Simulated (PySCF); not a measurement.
```xyz
3
charge 0 multiplicity 3, angstrom
S    -1.3340    0.0000    0.0000
Ni    0.3681    1.2488    0.0000
Ni    0.3681   -1.2488    0.0000
```

Computed with UB3LYP/[S def2-SVP, Ni def2-SVP], no relativity, density fitting, PySCF.

This geometry of Ni₂S is a stationary point at this level.

Question: What is the point group?

Answer: C2v.

Question: Is it a minimum?

Answer: Yes: all harmonic wavenumbers are real.

Question: List the harmonic modes with their infrared intensities.

Answer: 
```tsv
symmetry	ω (cm⁻¹)	IR (km/mol)
a1	144	0.8
b2	336	15.9
a1	452	10.0
```

Question: Give the atomic charges and bond orders.

Answer: 
| atom | Mulliken | Löwdin | polar tensor | spin (Mulliken) | Mayer order to S1 |
| --- | --- | --- | --- | --- | --- |
| S1 | -0.33 | -0.17 | -0.60 | -0.06 | – |
| Ni2,3 | 0.16 | 0.08 | 0.30 | 1.03 | 1.11 |
Other Mayer orders above 0.3: Ni–Ni 0.58.

Question: Give the ideal-gas entropy at 298.15 K and 1 bar by parts.

Answer: translation 171.2, rotation 105.2, vibration 20.0, spin 9.1; total 305.5 J/(mol K).

In C2v the vibrations span 2a1 + b2. Here b1 is antisymmetric to the molecular plane and b2 lies in it.

Other isomers or separated fragments may lie lower. Other spin states or occupations of the open shell can lie lower.
